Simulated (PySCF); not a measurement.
Ge(I)(SiH3) (GeH₃ISi), SMILES [SiH3][Ge][I] (connectivity only; charge and spin as stated), neutral, multiplicity 1.

Geometry optimised at PBE-D3(BJ)/def2-SVP. The structure was generated by enumeration; whether it is a known compound was not checked. The def2 effective core potentials stand for the cores of I; spin–orbit coupling is left out.

These are PySCF with PBE/def2-TZVPD values and carry that method's errors.

Symmetry labels are those of the subgroup Cs that the program uses (full group Cs).

Computed valence orbital energies around the gap with their symmetry:
```csv
orbital,symmetry,energy (eV)
HOMO−7,A',-13.57
HOMO−6,A',-11.74
HOMO−5,A',-8.52
HOMO−4,A",-8.52
HOMO−3,A',-7.62
HOMO−2,A",-7.03
HOMO−1,A',-6.99
HOMO,A',-5.59
LUMO,A",-4.18
LUMO+1,A',-2.03
LUMO+2,A',-0.81
LUMO+3,A',-0.32
```
